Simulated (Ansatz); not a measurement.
Basis sets compared for Au2F2⁻ (the lowest doublet isomer of a short search). Total charge -1; doublet. Geometry r2SCAN-D4/def2-TZVPD. Ansatz on 4 threads of Intel Xeon on a shared host; times are rough, and most runs start from earlier orbitals.

```xyz
4

Au   -1.230    0.175   -0.092
Au    1.229   -0.176    0.091
F    -3.098    0.676    0.467
F     3.098   -0.675   -0.467
```

In the def2 sets Au takes a core potential; there is no spin–orbit coupling. The structure comes from a short search, and lower isomers may exist.

```tsv
level	functions	energy (Eh)	HOMO (eV)	LUMO (eV)	wall time
PBE-D4/def2-SVPD	116	-471.0296	-1.59	-0.99	9.1 s
PBE0-D4/def2-SVPD	116	-470.9091	-2.84	-0.16	15 s
```

Estimate the rows for PBE-D4/def2-TZVPD, PBE0-D4/def2-TZVPD (with forces).


```json
{"level": "PBE-D4/def2-TZVPD", "functions": "166", "energy (Eh)": "-471.2754", "HOMO (eV)": "-1.59", "LUMO (eV)": "-0.98", "wall time": "15 s"}
{"level": "PBE0-D4/def2-TZVPD (with forces)", "functions": "166", "energy (Eh)": "-471.1547", "HOMO (eV)": "-2.84", "LUMO (eV)": "-0.13", "wall time": "27 s"}
```
